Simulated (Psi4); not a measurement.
CH9AlO2Si2, charge -1, doublet, at a GFN2-xTB geometry (such geometries of metal compounds can be far from the true shape) (a state made from the parent by changing its charge; the spin is typed, not shown lowest) (a gas-phase anion, which may not be bound at this level); PBE/def2-SVP run with Psi4 1.11.

The Psi4 input:
```
memory 2 GB

molecule mol {
-1 2
Al    0.193542    0.302256    0.295665
C     1.057327    1.732023    1.560424
H     1.754247    1.283163    2.274487
H     0.307600    2.271740    2.150350
H     1.620341    2.493936    1.009070
O    -0.947287    1.058264   -0.847771
Si   -1.945844    1.813039   -1.833826
H    -3.343475    1.476479   -1.501501
H    -1.684407    1.408636   -3.229054
H    -1.792100    3.276157   -1.744129
O     0.762443   -1.365840    0.583580
Si    1.321185   -2.825035    0.901178
H     0.220921   -3.711678    1.325537
H     2.325762   -2.789748    1.979645
H     1.955078   -3.401598   -0.299984
}

set {
  basis def2-svp
  reference uks
}

energy('pbe')
print_variables()
```

Output, abridged:

```
   => Loading Basis Set <=

    Name: DEF2-SVP
    Role: ORBITAL
    Keyword: BASIS

         ---------------------------------------------------------
                                   SCF
               by Justin Turney, Rob Parrish, Andy Simmonett
                          and Daniel G. A. Smith
                              UKS Reference
         ---------------------------------------------------------

  ==> Geometry <==

    Molecular point group: c1
    Full point group: C1

    Geometry (in Angstrom), charge = -1, multiplicity = 2:

       Center              X                  Y                   Z               Mass
    ------------   -----------------  -----------------  -----------------  -----------------
         AL           0.201983284460     0.316722945967     0.307694501432    26.981538530000
         C            1.065768284460     1.746489945967     1.572453501432    12.000000000000
         H            1.762688284460     1.297629945967     2.286516501432     1.007825032230
         H            0.316041284460     2.286206945967     2.162379501432     1.007825032230
         H            1.628782284460     2.508402945967     1.021099501432     1.007825032230
         O           -0.938845715540     1.072730945967    -0.835741498568    15.994914619570
         SI          -1.937402715540     1.827505945967    -1.821796498568    27.976926534650
         H           -3.335033715540     1.490945945967    -1.489471498568     1.007825032230
         H           -1.675965715540     1.423102945967    -3.217024498568     1.007825032230
         H           -1.783658715540     3.290623945967    -1.732099498568     1.007825032230
         O            0.770884284460    -1.351373054033     0.595609501432    15.994914619570
         SI           1.329626284460    -2.810568054033     0.913207501432    27.976926534650
         H            0.229362284460    -3.697211054033     1.337566501432     1.007825032230
         H            2.334203284460    -2.775281054033     1.991674501432     1.007825032230
         H            1.963519284460    -3.387131054033    -0.287954498568     1.007825032230

  Running in c1 symmetry.

  Rotational constants: A =      0.10385  B =      0.02305  C =      0.01918 [cm^-1]
  Rotational constants: A =   3113.45496  B =    691.13146  C =    575.02966 [MHz]
  Nuclear repulsion =  400.989396770850306

  Charge       = -1
  Multiplicity = 2
  Electrons    = 73
  Nalpha       = 37
  Nbeta        = 36

  ==> Algorithm <==

  SCF Algorithm Type is DF.
  DIIS enabled.
  MOM disabled.
  Fractional occupation disabled.
  Guess Type is SAD.
  Energy threshold   = 1.00e-06
  Density threshold  = 1.00e-06
  Integral threshold = 1.00e-12

  ==> Primary Basis <==

  Basis Set: DEF2-SVP
    Blend: DEF2-SVP
    Number of shells: 69
    Number of basis functions: 141
    Number of Cartesian functions: 147
    Spherical Harmonics?: true
    Max angular momentum: 2

  ==> DFT Potential <==

   => LibXC <=

    Version 7.1.2
    S. Lehtola, C. Steigemann, M. J. T. Oliveira, and M. A. L. Marques,  SoftwareX 7, 1–5 (2018) (10.1016/j.softx.2017.11.002)

   => Composite Functional: PBE <=

    PBE GGA Exchange-Correlation Functional

    J.P. Perdew et. al., Phys. Rev. Lett., 77(18), 3865-3868, 1996

    Deriv               =              1
    GGA                 =           TRUE
    Meta                =          FALSE

    Exchange Hybrid     =          FALSE
    MP2 Hybrid          =          FALSE

   => Exchange Functionals <=

    1.0000     XC_GGA_X_PBE

   => Correlation Functionals <=

    1.0000     XC_GGA_C_PBE

   => LibXC Density Thresholds  <==

    XC_GGA_C_PBE:  1.00E-12
    XC_GGA_X_PBE:  1.00E-15

   => Molecular Quadrature <=

    Radial Scheme          =       TREUTLER
    Pruning Scheme         =           NONE
    Nuclear Scheme         =       TREUTLER

    Blocking Scheme        =         OCTREE
    BS radius alpha        =              1
    Pruning alpha          =              1
[...]

   -------------------------
    Irrep   Nso     Nmo
   -------------------------
     A        141     141
   -------------------------
    Total     141     141
   -------------------------

  ==> Iterations <==

                           Total Energy        Delta E     RMS |[F,P]|

   @DF-UKS iter SAD: -1013.44252443206437   -1.01344e+03   0.00000e+00
   @DF-UKS iter   1: -1013.48671002678918   -4.41856e-02   1.00233e-02 DIIS/ADIIS
   @DF-UKS iter   2: -1007.22898428343490    6.25773e+00   2.48090e-02 DIIS/ADIIS
   @DF-UKS iter   3: -1014.23089196824264   -7.00191e+00   4.02706e-03 DIIS/ADIIS
   @DF-UKS iter   4: -1014.32848482315717   -9.75929e-02   3.33975e-03 DIIS/ADIIS
   @DF-UKS iter   5: -1014.44267383206454   -1.14189e-01   6.05184e-04 DIIS/ADIIS
   @DF-UKS iter   6: -1014.44832808630758   -5.65425e-03   3.04622e-04 DIIS/ADIIS
   @DF-UKS iter   7: -1014.44928403495351   -9.55949e-04   5.18908e-05 DIIS
   @DF-UKS iter   8: -1014.44929623158214   -1.21966e-05   4.43479e-05 DIIS
   @DF-UKS iter   9: -1014.44931977757483   -2.35460e-05   8.73481e-06 DIIS
   @DF-UKS iter  10: -1014.44932021300338   -4.35429e-07   5.11933e-06 DIIS
   @DF-UKS iter  11: -1014.44932060694941   -3.93946e-07   1.92730e-06 DIIS
   @DF-UKS iter  12: -1014.44932067518073   -6.82313e-08   3.70904e-07 DIIS
  Energy and wave function converged.

  ==> Post-Iterations <==

   Electrons on quadrature grid:
      Nalpha   =   37.0000334632 ; deviation = 3.346e-05
      Nbeta    =   35.9999912883 ; deviation = -8.712e-06
      Ntotal   =   73.0000247515 ; deviation = 2.475e-05

   @Spin Contamination Metric:   2.461583506E-03
   @S^2 Expected:                7.500000000E-01
   @S^2 Observed:                7.524615835E-01
   @S   Expected:                5.000000000E-01
   @S   Observed:                5.000000000E-01

    Orbital Energies [Eh]
    ---------------------

    Alpha Occupied:

[...]
      37A      0.093404

    Alpha Virtual:

[...]
    Beta Occupied:

[...]
    Beta Virtual:

[...]
    Final Occupation by Irrep:
              A
    DOCC [    36 ]
    SOCC [     1 ]
    NA   [    37 ]
    NB   [    36 ]

  @DF-UKS Final Energy: -1014.44932067518073

   => Energetics <=

    Nuclear Repulsion Energy =            400.9893967708503055
    One-Electron Energy =               -2214.2290871583295484
    Two-Electron Energy =                 884.8521459108062572
    DFT Exchange-Correlation Energy =     -86.0617761985078289
    Empirical Dispersion Energy =           0.0000000000000000
    VV10 Nonlocal Energy =                  0.0000000000000000
    Total Energy =                      -1014.4493206751807293

  UHF NO Occupations:
  HONO-2 :   35  A 1.9997384
  HONO-1 :   36  A 1.9992007
  HONO-0 :   37  A 1.0000000
  LUNO+0 :   38  A 0.0007993
  LUNO+1 :   39  A 0.0002616
  LUNO+2 :   40  A 0.0000676
  LUNO+3 :   41  A 0.0000250

Computation Completed

Properties will be evaluated at   0.000000,   0.000000,   0.000000 [a0]

Properties computed using the SCF density matrix

 Multipole Moments:

 ------------------------------------------------------------------------------------
     Multipole            Electronic (a.u.)      Nuclear  (a.u.)        Total (a.u.)
 ------------------------------------------------------------------------------------

 L = 1.  Multiply by 2.5417464519 to convert [e a0] to [Debye]
 Dipole X            :         -1.1371791            1.1485179            0.0113387
 Dipole Y            :         -2.0011094            1.9683786           -0.0327308
 Dipole Z            :         -1.7177920            1.6367562           -0.0810358
 Magnitude           :                                                    0.0881287

 ------------------------------------------------------------------------------------

  Variable Map:
  ----------------------------------------------------------------------------
[...]
  Array Variable Map:
  ----------------------------------------------------------------------------
[...]
[...]
```
